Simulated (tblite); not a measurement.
Species: C7H13O2P.
Geometry (GFN2-xTB, Å), atoms numbered from 1 in this order:
```
atom  x, y, z in Å
C1    -2.552    1.176   -0.421
C2    -2.309   -0.122   -0.368
C3    -1.131   -0.762   -1.017
P4     0.285   -1.042    0.128
C5    -0.388   -1.858    1.626
O6     1.393   -1.779   -0.494
C7     0.778    0.644    0.727
C8     1.363    1.329   -0.478
C9     2.827    1.091   -0.677
O10    0.674    1.958   -1.244
H11   -1.898    1.845   -0.956
H12   -3.405    1.616    0.068
H13   -2.970   -0.788    0.172
H14   -1.371   -1.748   -1.425
H15   -0.733   -0.140   -1.824
H16    0.438   -2.047    2.308
H17   -1.146   -1.253    2.113
H18   -0.812   -2.814    1.324
H19    1.511    0.506    1.521
H20   -0.106    1.168    1.088
H21    3.391    1.435    0.187
H22    2.976    0.016   -0.775
H23    3.179    1.595   -1.573
```

All values are computed: GFN2-xTB (tblite) harmonic vibrations without scaling, gas phase. Against measured fundamentals such values can be off by several per cent, at times by over 20. One conformer, not necessarily the lowest.

Harmonic wavenumbers (cm⁻¹): 49.2, 63.8, 81.9, 101.6, 132.8, 153.0, 169.8, 176.0, 197.3, 211.0, 300.1, 314.8, 341.8, 394.6, 427.4, 503.0, 545.9, 595.5, 679.4, 724.3, 752.6, 792.7, 823.2, 850.4, 853.6, 880.5, 904.6, 957.0, 968.9, 983.8, 1026.0, 1037.7, 1082.9, 1136.5, 1166.5, 1183.0, 1196.3, 1262.0, 1292.5, 1309.8, 1362.5, 1394.1, 1397.8, 1423.2, 1424.4, 1437.4, 1440.6, 1453.1, 1705.3, 1754.0, 2941.6, 2955.1, 2978.1, 2999.4, 3006.6, 3011.1, 3012.6, 3030.9, 3043.9, 3048.3, 3060.1, 3098.3, 3129.3.

A = 1351, B = 1060, C = 722.9 MHz; mass 160.065 u (most abundant isotopes); point group C1, symmetry number 1.

Task: Zero-point energy?

Result: Half the sum of the wavenumbers: 40366 cm⁻¹ = 115.41 kcal/mol.

Task: Entropy at 273.15 K, 1 bar (ideal gas, RRHO, classical rotation)?

Result: Translation 40.71, rotation 29.86, vibration 37.90: S = 108.5 cal/(mol K).

Task: And Cp and H(273.15 K) − H(0)?

Result: Cp = 45.48 cal/(mol K), of which vibrations give 37.54 (their classical limit is 63 R = 125.2); H(273.15 K) − H(0) = 7.62 kcal/mol without the zero-point energy, 5.45 from vibrations.

Task: Which modes carry the vibrational entropy at 273.15 K?

Result: 49.2 cm⁻¹: 4.68; 63.8 cm⁻¹: 4.16; 81.9 cm⁻¹: 3.67; 101.6 cm⁻¹: 3.25; 132.8 cm⁻¹: 2.74; 153.0 cm⁻¹: 2.47 cal/(mol K); the other 57 give 16.92 together.

Task: How do the functions run with temperature in this model?

Result: 
```json
{"T (K)": "100", "S (cal/(mol K))": "75.0", "Cp (cal/(mol K))": "24.3", "H − H(0) (kcal/mol)": "1.56", "G − H(0) (kcal/mol)": "-5.94", "ln q(vib)": "2.42"}
{"T (K)": "200", "S (cal/(mol K))": "95.8", "Cp (cal/(mol K))": "36.6", "H − H(0) (kcal/mol)": "4.62", "G − H(0) (kcal/mol)": "-14.53", "ln q(vib)": "6.30"}
{"T (K)": "300", "S (cal/(mol K))": "112.9", "Cp (cal/(mol K))": "48.8", "H − H(0) (kcal/mol)": "8.88", "G − H(0) (kcal/mol)": "-24.98", "ln q(vib)": "10.01"}
{"T (K)": "500", "S (cal/(mol K))": "143.1", "Cp (cal/(mol K))": "70.4", "H − H(0) (kcal/mol)": "20.92", "G − H(0) (kcal/mol)": "-50.65", "ln q(vib)": "17.05"}
{"T (K)": "800", "S (cal/(mol K))": "181.2", "Cp (cal/(mol K))": "91.2", "H − H(0) (kcal/mol)": "45.43", "G − H(0) (kcal/mol)": "-99.50", "ln q(vib)": "26.78"}
{"T (K)": "1000", "S (cal/(mol K))": "202.5", "Cp (cal/(mol K))": "100.3", "H − H(0) (kcal/mol)": "64.61", "G − H(0) (kcal/mol)": "-137.92", "ln q(vib)": "32.70"}
```

q(vib) and H(0) count from the zero-point level.

Task: Blend soft modes into free rotors: weight 1/[1 + (100 cm⁻¹/ν̃)⁴] for the oscillator and the rest for a rotor with moment μB/(μ + B), μ = h/(8π²ν), B = 10⁻⁴⁴ kg m². What vibrational entropy results?

Result: 35.16 cal/(mol K) in place of 37.90, which changes −T·S at 273.15 K by +0.75 kcal/mol.

Hindered rotation and anharmonicity are outside this model. Other conformers, if any are populated, would add a mixing term that is left out. The structure is chiral; the term R ln 2 for an equal mix with its mirror image is left out.

Time: 1.2 s. Hardware: Intel Xeon Platinum 8488C, one thread, no GPU, shared host with 192 logical CPUs at a one-minute load of 45. The figure is for the frequency step alone.
